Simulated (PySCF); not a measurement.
AlF2H3Si, SMILES [SiH3][Al]([F])[F]. Atoms are numbered in the order given.

```xyz
7

Al    -0.4204     0.2313    -0.2940
F     -1.9003    -0.4979    -0.4928
F     -0.2256     1.7074    -1.0325
Si     1.3783    -0.7807     0.9856
H      1.8797     0.1837     2.0091
H      2.5101    -1.1248     0.0737
H      0.9133    -2.0217     1.6690
```
Charge 0, spin multiplicity 1.

Geometry: B3LYP-D3(BJ)/def2-SVP.

Level of theory: B3LYP/pcJ-1 (PySCF).

Isotropic couplings with Fermi-contact, spin-dipole and both spin-orbit terms, one fixed conformer, no vibrational averaging. Isotopes: 19F, 1H, 29Si.

Estimate the spin–spin coupling constants. (Estimate from the structure and the level; the computed values follow.)


| pair | bonds apart | J (Hz) |
|---|---|---|
| Si4–H5 | 1 | -214.5 |
| Si4–H6 | 1 | -212.5 |
| Si4–H7 | 1 | -219.6 |
| F2–F3 | 2 | -149.9 |
| F2–Si4 | 2 | -36.8 |
| F3–Si4 | 2 | -37.5 |
| H5–H6 | 2 | -2.9 |
| H5–H7 | 2 | 0.8 |
| F2–H5 | 3 | 12.4 |
| F2–H6 | 3 | 9.9 |
| F2–H7 | 3 | -2.7 |
| F3–H6 | 3 | 1.4 |
| F3–H7 | 3 | 18.2 |
